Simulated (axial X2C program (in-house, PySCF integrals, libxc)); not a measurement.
# What spin–orbit coupling does to NiTe⁺

All values were computed with an axial X2C code built on PySCF integrals. Spin-free means the one-electron spin-free X2C Hamiltonian; two-component (2c) means X2C with spin–orbit coupling and atomic mean-field two-electron Coulomb and Gaunt terms, so the difference of the two also holds small scalar two-electron terms. Basis: Te dyall-cv3z [11s12p8d4f1g], Ni dyall-cv3z [9s9p6d3f2g] (cores contracted in-house); Gaussian nuclei, density fitting, unrestricted open shells. Masses: Te 129.906 u, Ni 57.935 u.

Spin-free state: M_S = 3/2, Λ = 0 (beyond evenly filled blocks: σα, π+α, π-α); fragments Te + Ni+.

| level | Re (Å) | ωe (cm⁻¹) | De (eV) | μ (D) |
| --- | --- | --- | --- | --- |
| PBE0 | 2.409 | 238.8 | 2.609 | 3.93 |
| MP2 | 2.457 | 211.8 | 2.116 | n/a |
| BP86 | 2.339 | 272.6 | 3.435 | 3.63 |

Correlated methods: 15 electrons correlated (number of frozen shells: Te 4 s, 3 p, 2 d; Ni 3 s, 2 p), 299 virtual spin orbitals or spinors in MP2.

Dipoles are positive if Ni is the positive end and refer to the centre of mass.

Two-component determinant lowest at the distance of the search:

Ω = 3/2 (⟨Sz⟩ = 1.32, ⟨Lz⟩ = 0.18 at HF); fragments Te + Ni+.

```json
{"level": "PBE0", "Re (Å)": "2.414", "ωe (cm⁻¹)": "235.5", "μ (D)": "3.94"}
{"level": "MP2", "Re (Å)": "2.467", "ωe (cm⁻¹)": "207.4", "μ (D)": "n/a"}
{"level": "BP86", "Re (Å)": "2.340", "ωe (cm⁻¹)": "269.6", "μ (D)": "3.62"}
```

(1) From the two tables, how do the constants change at the MP2 level (2c against spin-free)?

One determinant describes the state; a PBE0 search over occupations chose it and may have missed a lower one. Dissociation energies refer to the lowest single-determinant-based atoms at the same level and basis. De is not given where an atomic determinant may have missed its ground term or J level, or where the truncated virtual space spoils (T). Density functionals use the spin component along the axis (collinear). PBE0 can misorder states that lie within some tenths of an eV, so this need not be the ground state of the molecule. The nearest other spin-free determinant of the search, M_S = 3/2, Λ = 2, lies 0.08 eV up at the distance of the search. The functionals have no current-density term, which raises determinants with orbital currents, atoms included. With several unpaired electrons one determinant need not be a pure state. At some level and bond length an empty orbital lies below a filled one. This is the top spin component of a Σ state; components of lower Ω are not single determinants and can lie lower. With the outer-core shells frozen, correlated bond lengths of heavy atoms tend to come out a few hundredths of an ångström too long.

Answers

(1) At the MP2 level Re goes up by 0.010 Å and ωe drops by 4.4 cm⁻¹.
